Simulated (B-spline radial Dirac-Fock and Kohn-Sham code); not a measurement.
**Ir²⁺: eigenvalues, ΔSCF and the reference**

System: iridium as Ir²⁺, [Xe] 4f14 5d7.

The density-functional columns are spherical, spin-unpolarised Dirac-Kohn-Sham results without Breit or QED terms: −ε is minus the orbital energy of the initial state and ΔSCF the difference of two total energies. The reference in the last column comes from relaxed Dirac-Fock hole states (ΔSCF) with Breit and QED corrections and a finite nucleus. All numbers are from a radial atomic solver, in eV; a selection of levels is shown. The Kohn-Sham columns are given as differences from the reference. For the 1s level of heavy atoms much of the gap between ΔSCF and the reference is the Breit and QED part, -399.0 eV here; for other levels the error of the functional can be larger.

```tsv
level	LDA −ε − DF	LDA ΔSCF − DF	PBE −ε − DF	PBE ΔSCF − DF	Dirac-Fock
K	-198.1	+387.9	-136.3	+451.8	76137.1
L1	-164.4	-56.6	-155.3	-47.9	13455.8
L2	-113.6	+25.6	-109.5	+29.7	12854.5
L3	-130.2	-12.3	-127.8	-10.1	11245.4
M1	-87.6	-56.3	-85.2	-54.1	3209.4
M2	-69.1	-35.4	-68.2	-34.6	2942.7
M3	-68.6	-38.2	-68.1	-37.9	2586.3
M5	-47.9	-12.5	-48.2	-12.8	2071.2
N1	-47.7	-33.3	-46.6	-32.2	726.9
N2	-39.7	-25.3	-39.2	-24.9	614.1
N3	-39.6	-25.9	-39.0	-25.3	529.5
N5	-27.1	-13.8	-27.1	-13.9	328.7
N6	-9.7	+2.8	-10.2	+2.3	91.57
N7	-9.8	+2.6	-10.3	+2.1	88.58
O1	-13.6	-5.3	-14.0	-5.7	129.3
O2	-9.3	-1.4	-9.7	-1.9	91.99
O3	-9.5	-2.0	-9.8	-2.3	78.46
O4,5	-4.1	+2.0	-4.4	+1.7	28.83
```

Values without a named source are computed, but for edge energies of neutral atoms, which are taken from tables.
